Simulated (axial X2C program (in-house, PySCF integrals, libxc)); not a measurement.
## PbBr⁺: a run with one poor setting

Calculated with an in-house relativistic program for diatomic molecules. Two-component (2c) means X2C with spin–orbit coupling and atomic mean-field two-electron Coulomb and Gaunt terms. Basis: Pb dyall-v2z [10s12p9d5f], Br dyall-v2z [7s8p5d] (cores contracted in-house); Gaussian nuclei, density fitting, unrestricted open shells. Masses: Pb 207.977 u, Br 78.918 u.

One setting of this run was spoiled on purpose, so its numbers are not properties of PbBr⁺. Level: HF, 2c; state Ω = 0 (closed shell).

```tsv
R (Å)	E − E(lowest point) (eV)	SCF iterations
2.182	1.1344	10
2.282	0.4668	10
2.357	0.1839	10
2.433	0.0392	11
2.508	0.0000	12
2.596	0.0531	11
2.684	0.1829	11
2.796	0.4246	12
2.934	0.7869	14
3.135	not converged	14
```

Fit: Re 2.504 Å, ωe 259.5 cm⁻¹, residual 0.051 microhartree, De 0.89 eV.

Output at the reference distance:

```
two-component X2C + atomic mean field  HF
basis functions 182  fitting functions 1101  grid points 5805
iter        total energy     max residual
   1     -23489.441407235     1.07e+00
   2     -23489.489766226     1.69e-02
   3     -23489.491105712     3.39e-02
   4     -23489.491408726     4.30e-03
   5     -23489.491441958     2.04e-03
   6     -23489.491451160     1.57e-03
   7     -23489.491452402     1.66e-04
   8     -23489.491452591     1.34e-04
   9     -23489.491452613     1.98e-05
  10     -23489.491452618     1.03e-05
  11     -23489.491452620     5.06e-06
  12     -23489.491452621     2.07e-06
converged
one-electron -33358.35601250  Coulomb 9764.65059112  exact exchange -480.15757479  xc functional 0.00000000  nuclear repulsion 605.55765364  atomic mean-field constant -21.18611009
```

Question: Which setting was spoiled?
A. an excited determinant was followed
B. virtual space cut too low
C. too few iterations allowed
D. integration grid too coarse
E. density fitting set too sparse

Answer: C. Too few iterations allowed: 7 iterations an attempt, two attempts.
